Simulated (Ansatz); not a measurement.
The cluster GeO₄. Charge 0, multiplicity 1. Geometry r2SCAN-D4/def2-SVP.

Cartesian coordinates in Å:
```
Ge 1.0176 0.9755 0.6044
O -0.1835 -0.9681 -0.7002
O -1.1612 -0.3211 -0.0987
O 1.0256 -0.8084 0.2037
O -0.6985 1.1220 -0.0093
```

The structure holds 3 bonds between oxygen atoms, so isomers without such links may lie far lower. The restricted singlet is unstable towards broken spin symmetry in Hartree–Fock (as tested in another run); at PBE-D4/def2-TZVP, r2SCAN-D4/def2-TZVP, r2SCANh-D4/def2-TZVP, PBE0-D4/def2-TZVP and others this wasn't settled. Another isomer (singlet) lies 0.71 eV lower at PBE0-D4/def2-TZVP; other spin states weren't run for this one.

Task: Estimate the orbital energies around the gap (eV) in Ansatz with PBE-D4/def2-TZVP, r2SCAN-D4/def2-TZVP, r2SCANh-D4/def2-TZVP, PBE0-D4/def2-TZVP, ωB97M-V/def2-TZVP.

Result: 
| orbital | PBE-D4/def2-TZVP | r2SCAN-D4/def2-TZVP | r2SCANh-D4/def2-TZVP | PBE0-D4/def2-TZVP | ωB97M-V/def2-TZVP |
| --- | --- | --- | --- | --- | --- |
| HOMO−9 | -14.95 | -15.40 | -16.02 | -16.66 | -19.13 |
| HOMO−8 | -13.00 | -13.51 | -14.21 | -14.93 | -17.46 |
| HOMO−7 | -12.89 | -13.40 | -14.12 | -14.85 | -17.39 |
| HOMO−6 | -11.72 | -12.19 | -12.83 | -13.49 | -16.00 |
| HOMO−5 | -10.03 | -10.44 | -11.02 | -11.61 | -13.95 |
| HOMO−4 | -8.77 | -9.22 | -9.87 | -10.54 | -12.94 |
| HOMO−3 | -8.35 | -8.78 | -9.43 | -10.11 | -12.56 |
| HOMO−2 | -7.80 | -8.20 | -8.82 | -9.48 | -11.90 |
| HOMO−1 | -7.73 | -8.08 | -8.56 | -9.04 | -11.29 |
| HOMO | -6.46 | -6.80 | -7.42 | -8.10 | -10.51 |
| LUMO | -3.35 | -3.32 | -3.03 | -2.61 | -0.61 |
| LUMO+1 | -2.77 | -2.56 | -2.03 | -1.43 | 0.66 |
| LUMO+2 | -2.52 | -2.37 | -1.94 | -1.35 | 1.14 |
| LUMO+3 | -0.42 | -0.10 | 0.32 | 0.80 | 2.99 |
| LUMO+4 | 0.34 | 0.77 | 1.05 | 1.18 | 3.10 |
| LUMO+5 | 1.25 | 1.74 | 2.41 | 3.08 | 5.64 |
